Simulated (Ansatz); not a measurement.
Input file for Ansatz (a first-principles code): R-B3LYP/def2-TZVPP on HISSi (SMILES S[Si]I), a point of a torsion scan. Elements past Kr take the def2 small-core potentials; no spin–orbit coupling.

Ansatz 0.2 input:
```yaml
crystal:
  periodic: [false, false, false]
  atoms:
    - {symbol: S, position_ang: [-1.32533334, 0.34355247, 0.49732831]}
    - {symbol: Si, position_ang: [0.55186614, 1.11918234, -0.34423006]}
    - {symbol: I, position_ang: [2.14874451, -0.75262728, 0.09922761]}
    - {symbol: H, position_ang: [-1.38259102, -0.72492553, -0.28733608]}
basis:
  gaussian:
    orbitals: def2-TZVPP
hamiltonian:
  xc: {name: B3LYP}
scf: {lower_state_search: off}
```

Give the final energy of this run.

-986.1769 hartree.
